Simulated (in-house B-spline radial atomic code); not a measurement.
**RPA and G0W0 on LC-wPBE: Al6+**

Configuration [He] 2s2 2p3, highest spin, mean-field start LC-wPBE. Computed with an all-electron radial atomic-structure program (B-spline basis): all electrons, scalar-relativistic (spin-free one-electron X2C), finite nucleus, each spin shell either full or empty, empty states to l = 9 with an (l + 1/2)⁻⁴ tail; G0W0 by contour deformation at full frequency.

Command:
```bash
python run_gw.py task.json out
```
Settings (radii: box in bohr, nucleus in fm):
```
Z                        13
electrons                7
configuration            [He] 2s2 2p3
hamiltonian              x2c
method                   lc_wpbe
lmax                     9
rms_radius               3.061
spin_polarised           True
box_radius               9.29
intervals                68
```

Time taken, with all properties: 1.4 s on 1 thread of AMD EPYC 7R43 64-Core Processor, on a shared host.

Energies (hartree):

```csv
term,value
mean-field total,-223.66158
Hartree-Fock functional on these orbitals,-223.55244
direct second order,-0.40868
second-order exchange,0.19365
SOSEX correction,0.17734
```

(1) What is the RPA correlation energy, and what remains with SOSEX?

Quasi-particle levels (eV):

```csv
level,occupied,mean field,Σx - vxc,Σc,QP weight,G0W0
2p up,yes,-227.57,-16.06,?,?,?
2s down,yes,-249.32,-7.85,-2.85,0.975,-260.02
1s down,yes,-1694.19,-75.67,16.46,0.917,-1753.40
2p down,no,-202.47,16.23,-4.18,0.979,-190.42
```

G0W0 = mean field + (Σx - vxc) + Σc, with Σc (partial-wave tail included) taken at the quasi-particle energy. Levels of low weight are left out.

(2) Where does G0W0 put 2p up?

Answers

(1) RPA gives -0.37166 hartree (-1.44 eV per electron); RPA + SOSEX gives -0.19431, and the second-order doubles -0.21504 hartree (no singles). SOSEX takes back 48 % of the RPA value.

(2) At -242.09 eV, with Σc = 1.54 eV and a quasi-particle weight of 0.974. The tabulated removal energy is 241.76 ± 0.09 eV (NIST, semi-empirical); the calculation leaves out spin-orbit coupling, Breit and QED terms, and what these don't explain is the method's own error.
